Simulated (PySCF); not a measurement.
A structure optimised at PBE-D3(BJ)/def2-SVP, used in a PySCF frequency run:

```xyz
12

C      2.1972     1.0745     0.9728
C      1.4946     0.2426     0.4159
C      0.6398    -0.7295    -0.2498
C     -0.8564    -0.3564    -0.4238
C     -1.4322     0.6644     0.5284
O     -1.5092    -0.9117    -1.2874
H      2.8245     1.8058     1.4627
H      1.0218    -0.9897    -1.2591
H      0.6380    -1.6861     0.3231
H     -2.5233     0.7451     0.3779
H     -1.1978     0.3971     1.5796
H     -0.9478     1.6476     0.3534
```
Charge 0, spin multiplicity 1.

**Question.** Write its SMILES and formula.

**Answer.** C#CCC(C)=O, C₅H₆O

**Question.** What are its rotational constants (standard atomic weights)?

**Answer.** 7.9027, 2.2575, 1.8258 GHz
